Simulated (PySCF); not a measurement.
## Two-component Hartree-Fock for Hg(2+) (mercury, charge +2)

Start: [Xe] 4f14 5d9 6s1; 5d3/2 filled at m_j = -3/2, -1/2, +1/2, +3/2; 5d5/2 filled at m_j = -3/2, -1/2, +1/2, +3/2, +5/2; 6s1/2 filled at m_j = +1/2. Calculated with PySCF 2.14 in x2c-SVPall-2c with one added diffuse shell each of s, p, d type (8s11p10d2f, 105 functions): generalised Hartree-Fock with the X2C-1e Hamiltonian and a Gaussian nucleus; spin-orbit coupling (SO) screened by Boettger's factors. This is a chosen level, not necessarily the ground level.

| spinor shell | electrons | ε, screened SO (eV) | weight of nominal j (screened SO) | rms radius, screened SO (bohr) |
| --- | --- | --- | --- | --- |
| 1s1/2 | 2 | -83556.3 | 1.000 | 0.0187 |
| 2s1/2 | 2 | -14978.5 | 1.000 | 0.0756 |
| 2p1/2 | 2 | -14348.9 | 1.000 | 0.0639 |
| 2p3/2 | 4 | -12395.3 | 1.000 | 0.0720 |
| 3s1/2 | 2 | -3641.8 | 1.000 | 0.193 |
| 3p1/2 | 2 | -3359.1 | 1.000 | 0.184 |
| 3p3/2 | 4 | -2919.8 | 1.000 | 0.201 |
| 3d3/2 | 4 | -2455.9 | 1.000 | 0.177 |
| 3d5/2 | 6 | -2363.3 | 1.000 | 0.180 |
| 4s1/2 | 2 | -856.66 | 1.000 | 0.424 |
| 4p1/2 | 2 | -734.15 | 1.000 | 0.429 |
| 4p3/2 | 4 | -626.75 | 1.000 | 0.463 |
| 4d3/2 | 4 | -426.07 | 1.000 | 0.476 |
| 4d5/2 | 6 | -405.77 | 1.000 | 0.486 |
| 5s1/2 | 2 | -161.89 | 1.000 | 0.968 |
| 4f5/2 | 6 | -145.19 | 0.999 | 0.526 |
| 4f7/2 | 8 | -140.96 | 0.999 | 0.527 |
| 5p1/2 | 2 | -118.89 | 0.998 | 1.09 |
| 5p3/2 | 4 | -99.767 | 0.999 | 1.13 |
| 5d3/2 | 4 | -40.353 | 0.960 | 1.48 |
| 5d5/2 | 5 | -37.746 | 0.968 | 1.53 |
| 6s1/2 | 1 | -28.011 | 0.998 | 2.54 |

```json
{"quantity": "E (hartree)", "screened SO": "-19637.26968"}
{"quantity": "M_J", "screened SO": "3"}
{"quantity": "⟨J²⟩", "screened SO": "12.004"}
{"quantity": "⟨L²⟩", "screened SO": "6.148"}
{"quantity": "⟨S²⟩", "screened SO": "2.148"}
```

Each row is a mean over spinors that exchange with the open shell spreads, by up to 5.131 eV (5p3/2).

Breit and QED terms are absent; they matter most for the inner s and p1/2 levels.

Densities and radii are taken from the X2C orbitals without a picture-change correction, which distorts them close to the nucleus.
